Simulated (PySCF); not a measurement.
CH5NSZn, SMILES C[S][Zn][NH2]. Geometry optimised at PBE-D3(BJ)/def2-SVP. The structure was generated by enumeration; whether it is a known compound was not checked. One conformer was computed; it need not be the lowest.

**Question.** Give the equilibrium geometry at PBE-D3(BJ)/def2-SVP (PySCF confirms it by a frequency run) as bond lengths and angles, and its point group. (Estimate from the structure and the level; the computed values follow.)

**Answer.** This is not unique; one that fits is point group Cs.
Atoms: Zn1 N2 H3 H4 S5 C6 H7 H8 H9. Bonded distances (Å): Zn1–N2 1.832, Zn1–S5 2.178, N2–H3 1.029, N2–H4 1.029, S5–C6 1.844, C6–H7 1.107, C6–H8 1.107, C6–H9 1.107. Bond angles (°): N2–Zn1–S5 173.0, Zn1–N2–H3 114.4, Zn1–N2–H4 114.4, H3–N2–H4 106.0, Zn1–S5–C6 100.5, S5–C6–H7 112.3, S5–C6–H8 106.5, S5–C6–H9 112.3, H7–C6–H8 108.0, H7–C6–H9 109.5, H8–C6–H9 108.0.
Charge 0, spin multiplicity 1.
